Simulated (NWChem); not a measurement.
System: MgN₂H₄; SMILES [NH2][Mg][NH2]

Input file for NWChem:

```
start job
memory heap 200 mb stack 900 mb global 1100 mb
geometry units angstroms noautoz
  Mg     0.000000     0.000000     0.383167
  N     -1.879341     0.217955     0.383660
  H     -2.415262     0.862412    -0.190426
  H     -2.548066    -0.286706     0.958342
  N      1.879341    -0.217955     0.383660
  H      2.415262    -0.862412    -0.190426
  H      2.548066     0.286706     0.958342
end
basis spherical
  Mg library 6-311g**
  N library 6-311g**
  H library 6-311g**
end
dft
  xc xtpss03 ctpss03
  iterations 150
  mulliken
end
task dft energy
```

Excerpt of the output:

```
             Northwest Computational Chemistry Package (NWChem) 7.3.0
             --------------------------------------------------------

 D2  symmetry detected

                             Geometry "geometry" -> ""
                             -------------------------

 Output coordinates in angstroms (scale by  1.889725989 to convert to a.u.)

  No.       Tag          Charge          X              Y              Z
 ---- ---------------- ---------- -------------- -------------- --------------
    1 Mg                  12.0000     0.00000000     0.00000000     0.00000000
    2 N                    7.0000     0.00000000     1.89193736     0.00000000
    3 H                    1.0000     0.57838328     2.49830254    -0.57438400
    4 H                    1.0000    -0.57838328     2.49830254     0.57438400
    5 N                    7.0000     0.00000000    -1.89193736     0.00000000
    6 H                    1.0000    -0.57838328    -2.49830254    -0.57438400
    7 H                    1.0000     0.57838328    -2.49830254     0.57438400

 Effective nuclear repulsion energy (a.u.)      82.4729340268

      Symmetry information
      --------------------

 Group name             D2
 Group number             11
 Group order               4
 No. of unique centers     3

                                 NWChem DFT Module
                                 -----------------

 Summary of "ao basis" -> "ao basis" (spherical)
 ------------------------------------------------------------------------------
       Tag                 Description            Shells   Functions and Types
 ---------------- ------------------------------  ------  ---------------------
 Mg                         6-311g**                12       26   6s5p1d
 N                          6-311g**                 8       18   4s3p1d
 H                          6-311g**                 4        6   3s1p

      Symmetry analysis of basis
      --------------------------

        a1         24
        b1         20
        b2         22
        b3         20

            General Information
            -------------------
          SCF calculation type: DFT
          Wavefunction type:  closed shell.
          No. of atoms     :     7
          No. of electrons :    30
           Alpha electrons :    15
            Beta electrons :    15
          Charge           :     0
          Spin multiplicity:     1
          Use of symmetry is: on ; symmetry adaption is: on
          Maximum number of iterations: 150
          AO basis - number of functions:    86
                     number of shells:    44
          Convergence on energy requested:  1.00D-06
          Convergence on density requested:  1.00D-05
          Convergence on gradient requested:  5.00D-04

              XC Information
              --------------
                  TPSS metaGGA Exchange Functional  1.000
             TPSS03 metaGGA Correlation Functional  1.000

             Grid Information
             ----------------
          Grid used for XC integration:  medium
          Radial quadrature: Mura-Knowles
          Angular quadrature: Lebedev.
          Tag              B.-S. Rad. Rad. Pts. Rad. Cut. Ang. Pts.
          ---              ---------- --------- --------- ---------
          Mg                  1.50       88          10.0       590
          N                   0.65       49          12.0       434
          H                   0.35       45          13.0       434
          Grid pruning is: on
          Number of quadrature shells:   182
          Spatial weights used:  Erf1

      Superposition of Atomic Density Guess
      -------------------------------------

 Sum of atomic energies:        -310.21915267

      Non-variational initial energy
      ------------------------------

 Total energy =    -311.017153
 1-e energy   =    -592.096024
 2-e energy   =     198.605937
 HOMO         =      -0.338584
 LUMO         =      -0.091008

      Symmetry analysis of molecular orbitals - initial
      -------------------------------------------------

  Numbering of irreducible representations:

     1 a1          2 b1          3 b2          4 b3

  Orbital symmetries:

     1 a1          2 a1          3 b2          4 a1          5 b2
     6 b3          7 b1          8 a1          9 b2         10 b3
    11 b1         12 a1         13 b2         14 b1         15 b3
    16 a1         17 b2         18 b3         19 b1         20 a1
    21 b3         22 b1         23 b2         24 a1         25 b1

     ---------------------------------------------
      Total Density - Mulliken Population Analysis
     ---------------------------------------------

    Atom       Charge   Shell Charges
 -----------   ------   -------------------------------------------------------
    1 Mg  12    10.83   0.78  1.20  1.05  0.94  0.46  0.09  2.32  3.61  0.18  0.00  0.07  0.13
    2 N    7     8.22   1.09  0.90  0.85  0.91  2.03  0.68  1.74  0.01
    3 H    1     0.68   0.23  0.34  0.08  0.04
    4 H    1     0.68   0.23  0.34  0.08  0.04
    5 N    7     8.22   1.09  0.90  0.85  0.91  2.03  0.68  1.74  0.01
    6 H    1     0.68   0.23  0.34  0.08  0.04
    7 H    1     0.68   0.23  0.34  0.08  0.04

   convergence    iter        energy       DeltaE   RMS-Dens  Diis-err
 ---------------- ----- ----------------- --------- --------- ---------
 d= 0,ls=0.0,diis     1   -311.9827125038 -3.94D+02  1.55D-02  9.58D-01
 d= 0,ls=0.0,diis     2   -311.6648928433  3.18D-01  1.18D-02  3.29D+00
 d= 0,ls=0.0,diis     3   -312.0765811950 -4.12D-01  1.67D-03  7.11D-02
 d= 0,ls=0.0,diis     4   -312.0850235631 -8.44D-03  4.36D-04  1.32D-03
 d= 0,ls=0.0,diis     5   -312.0851711349 -1.48D-04  1.03D-04  9.68D-05
  Resetting Diis
 d= 0,ls=0.0,diis     6   -312.0851818629 -1.07D-05  7.42D-06  1.54D-06
 d= 0,ls=0.0,diis     7   -312.0851819368 -7.39D-08  6.68D-06  1.73D-07

         Total DFT energy =     -312.085181936765
      One electron energy =     -596.042798321316
           Coulomb energy =      233.449633615373
    Exchange-Corr. energy =      -31.964951257618
 Nuclear repulsion energy =       82.472934026797

 Numeric. integr. density =       30.000008126759

                  Occupations of the irreducible representations
                  ----------------------------------------------

                     irrep           alpha         beta
                     --------     --------     --------
                     a1                5.0          5.0
                     b1                3.0          3.0
                     b2                4.0          4.0
                     b3                3.0          3.0

                       DFT Final Molecular Orbital Analysis
                       ------------------------------------

 Vector   13  Occ=2.000000D+00  E=-2.797170D-01  Symmetry=b2
              MO Center= -2.1D-15,  7.4D-14, -2.2D-17, r^2= 4.0D+00
   Bfn.  Coefficient  Atom+Function         Bfn.  Coefficient  Atom+Function
  ----- ------------  ---------------      ----- ------------  ---------------
    34      0.240685  2 N  py                64      0.240685  5 N  py
    38      0.221440  2 N  py                68      0.221440  5 N  py
    36     -0.204565  2 N  s                 66      0.204565  5 N  s
    30      0.166167  2 N  py                60      0.166167  5 N  py
    11      0.110860  1 Mg py                32     -0.110117  2 N  s

 Vector   14  Occ=2.000000D+00  E=-1.717985D-01  Symmetry=b1
              MO Center=  1.1D-15, -4.8D-17, -1.2D-16, r^2= 4.5D+00
   Bfn.  Coefficient  Atom+Function         Bfn.  Coefficient  Atom+Function
  ----- ------------  ---------------      ----- ------------  ---------------
    39      0.248438  2 N  pz                69      0.248438  5 N  pz
    37      0.221485  2 N  px                67     -0.221485  5 N  px
    33      0.183736  2 N  px                63     -0.183736  5 N  px
    35      0.176476  2 N  pz                65      0.176476  5 N  pz
    29      0.132053  2 N  px                59     -0.132053  5 N  px

 Vector   15  Occ=2.000000D+00  E=-1.717203D-01  Symmetry=b3
              MO Center=  9.0D-15,  1.8D-15,  7.0D-16, r^2= 4.5D+00
   Bfn.  Coefficient  Atom+Function         Bfn.  Coefficient  Atom+Function
  ----- ------------  ---------------      ----- ------------  ---------------
    37      0.247025  2 N  px                67      0.247025  5 N  px
    39      0.223371  2 N  pz                69     -0.223371  5 N  pz
    35      0.185041  2 N  pz                65     -0.185041  5 N  pz
    33      0.175257  2 N  px                63      0.175257  5 N  px
    31      0.133017  2 N  pz                61     -0.133017  5 N  pz

 Vector   16  Occ=0.000000D+00  E=-3.910876D-02  Symmetry=a1
              MO Center= -9.6D-15, -1.8D-14, -2.6D-15, r^2= 6.2D+00
   Bfn.  Coefficient  Atom+Function         Bfn.  Coefficient  Atom+Function
  ----- ------------  ---------------      ----- ------------  ---------------
     6      1.060931  1 Mg s                 36     -0.401359  2 N  s
    66     -0.401359  5 N  s                 32     -0.152592  2 N  s
    62     -0.152592  5 N  s                  4     -0.104231  1 Mg s
    26      0.093168  1 Mg d  2               3     -0.084806  1 Mg s
    47      0.066301  3 H  s                 53      0.066301  4 H  s

 Vector   17  Occ=0.000000D+00  E= 8.220618D-03  Symmetry=b3
              MO Center= -1.0D-14,  1.3D-13,  7.3D-16, r^2= 8.9D+00
   Bfn.  Coefficient  Atom+Function         Bfn.  Coefficient  Atom+Function
  ----- ------------  ---------------      ----- ------------  ---------------
    19      0.928278  1 Mg px                13      0.137233  1 Mg px
    37     -0.120125  2 N  px                67     -0.120125  5 N  px
    39     -0.111135  2 N  pz                69      0.111135  5 N  pz
    33     -0.092058  2 N  px                63     -0.092058  5 N  px
    16      0.074650  1 Mg px                10     -0.073805  1 Mg px

[...]
```

Level: TPSS/6-311G** (spherical d). The geometry was optimised at PBE0/def2-SVP.
